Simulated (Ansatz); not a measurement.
One change: `CB([SiH3])S` becomes `CB(S)CF`.

Ansatz, PBE0-D4/def2-TZVP geometries, multiplicity 1. Each molecule was computed in one conformer, which needn't be the lowest.

| property | `CB([SiH3])S` |
| --- | --- |
| HOMO energy (B3LYP/def2-TZVPP) / eV | -7.91 |
| HOMO–LUMO gap (PBE0/def2-TZVPP) / eV | 6.73 |
| LUMO energy (PBE/def2-TZVPP) / eV | -2.28 |
| size of the dipole moment (ωB97M-V/def2-TZVPP) / D | 1.77 |
| LUMO energy (B3LYP/def2-TZVPP) / eV | -1.52 |
| HOMO energy (ωB97M-V/def2-TZVPP) / eV | -10.22 |

What does the change do to each property? (Best estimate.)

Ansatz gave: 
| property | `CB(S)CF` | shift |
| --- | --- | --- |
| HOMO energy (B3LYP/def2-TZVPP) / eV | -7.85 | 0.06 |
| HOMO–LUMO gap (PBE0/def2-TZVPP) / eV | 7.41 | 0.68 |
| LUMO energy (PBE/def2-TZVPP) / eV | -1.64 | 0.64 |
| size of the dipole moment (ωB97M-V/def2-TZVPP) / D | 1.25 | -0.52 |
| LUMO energy (B3LYP/def2-TZVPP) / eV | -0.88 | 0.64 |
| HOMO energy (ωB97M-V/def2-TZVPP) / eV | -10.30 | -0.08 |

Dipoles are sizes alone; their direction can turn.

B3LYP here is the variant with VWN-RPA as its local correlation; programs differ in this.
